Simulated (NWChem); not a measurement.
Molecule: SnH$_{3}$Cl; SMILES [Cl][SnH3]

All runs: NWChem. Coordinates come from a PBE-D3(BJ)/def2-SVP optimisation. def2 effective core potentials on Sn; no spin-orbit coupling. Level: PBE0/def2-SVPD; the question gives the wavelength of the field.

Task: Predict the results for field static. Quantities: isotropic polarisability (bohr³); anisotropy (bohr³).

Result: 
```
Quantity                          Value
--------------------------------  -----
isotropic polarisability (bohr³)   56.6
anisotropy (bohr³)                 12.9
```
